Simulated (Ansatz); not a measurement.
C₂H₆Cl₂Ge, SMILES `[CH3][Ge]([CH3])([Cl])[Cl]`. The species carries charge 0 and has multiplicity 1. All single points use the PBE0-D4/def2-TZVP geometry.

```xyz
11

C     0.423    0.879    1.398
Ge   -0.594    0.007    0.003
C     0.387   -0.889   -1.402
Cl   -1.897   -1.439    0.933
Cl   -1.869    1.487   -0.915
H     1.041    0.144    1.915
H     1.059    1.650    0.961
H    -0.262    1.338    2.110
H    -0.316   -1.332   -2.106
H     1.009   -1.675   -0.971
H     1.018   -0.170   -1.925
```

Q: What is the dipole moment at ωB97M-V/def2-TZVPP? (Estimate.)

A: Computed: 3.08 D, with components (3.08, -0.04, -0.01) D in this frame, pointing from negative to positive charge.

Q: And with PBE, r2SCAN, B3LYP? (Best estimate.)

A: Computed: PBE 3.02 D, r2SCAN 3.13 D, B3LYP 3.09 D.

Q: Give the Mulliken charges with ωB97M-V, PBE, r2SCAN in def2-TZVPP. (Best estimate.)

A: The calculation gave: 
```csv
atom,ωB97M-V,PBE,r2SCAN
C1,-0.41,-0.35,-0.26
Ge2,0.57,0.59,0.63
C3,-0.41,-0.35,-0.26
Cl4,-0.29,-0.31,-0.33
Cl5,-0.29,-0.31,-0.33
H6,0.14,0.12,0.09
H7,0.14,0.12,0.09
H8,0.14,0.13,0.10
H9,0.14,0.13,0.10
H10,0.14,0.12,0.09
H11,0.14,0.12,0.09
```

B3LYP here is the variant with VWN-RPA as its local correlation; programs differ in this.
